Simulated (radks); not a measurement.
The numbers below are computed, except where a source is named.
Question: These are the eigenvalues of the occupied orbitals of an atom or ion with whole-number occupations (hartree). Level of theory: Dirac Kohn-Sham, exchange-only PBE, spin-unpolarised, spherical densities, finite nucleus; Fermi nuclear charge, rms radius of each element as measured or else 0.836 A^(1/3) + 0.57 fm (a radial shooting solver on a logarithmic mesh with Libxc functionals).

| orbital | eigenvalue |
|---|---|
| 1s1/2 | -2549.981 |
| 2s1/2 | -440.3027 |
| 2p1/2 | -421.1710 |
| 2p3/2 | -371.4573 |
| 3s1/2 | -101.8141 |
| 3p1/2 | -93.27209 |
| 3p3/2 | -82.52278 |
| 3d3/2 | -68.10566 |
| 3d5/2 | -65.76765 |
| 4s1/2 | -21.43052 |
| 4p1/2 | -17.88467 |
| 4p3/2 | -15.39271 |
| 4d3/2 | -9.56147 |
| 4d5/2 | -9.10230 |
| 5s1/2 | -3.44658 |
| 5p1/2 | -2.39712 |
| 5p3/2 | -2.03617 |
| 4f5/2 | -1.80852 |
| 4f7/2 | -1.72630 |
| 5d3/2 | -0.71378 |
| 5d5/2 | -0.68385 |

Which element is it, and in what charge state? The configuration may be excited. Open shells, if any, are shared by 2j + 1.

Answer: Z = 74, tungsten, charge +2: W2+ in [Xe] 4f14 5d4. The list shows which subshells hold electrons but not how many an open one holds; the 1s level, -2550 hartree, gives Z - s = 71.4 by -(Z - s)^2/2, which with screening and relativity narrows Z to a few neighbours, and the depths of the outer levels then fix element, charge and occupations together.
